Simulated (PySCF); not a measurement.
A structure optimised at PBE-D3(BJ)/def2-SVP, used in a PySCF frequency run:

```
B
C 1 1.5504
C 2 1.3582 1 138.18
F 3 1.3386 2 123.73 1 -179.98
O 2 1.3891 3 126.83 4 -0.04
H 3 1.1017 4 114.18 2 -179.99
C 5 1.4794 2 93.07 3 -179.89
H 7 1.1124 5 110.63 2 -120.16
H 7 1.1125 8 108.27 5 121.34
C 1 1.5562 2 140.07 3 -0.73
H 10 1.1072 1 114.65 2 3.90
H 10 1.1120 11 108.63 1 -124.21
H 10 1.1132 11 108.13 12 -113.42
```
Charge 0, spin multiplicity 1.

Question: Write its SMILES and formula.

Answer: CB1CO/C1=C\F, C4H6BFO

Question: What are its rotational constants (standard atomic weights)?

Answer: 4.6801, 1.7445, 1.2916 GHz
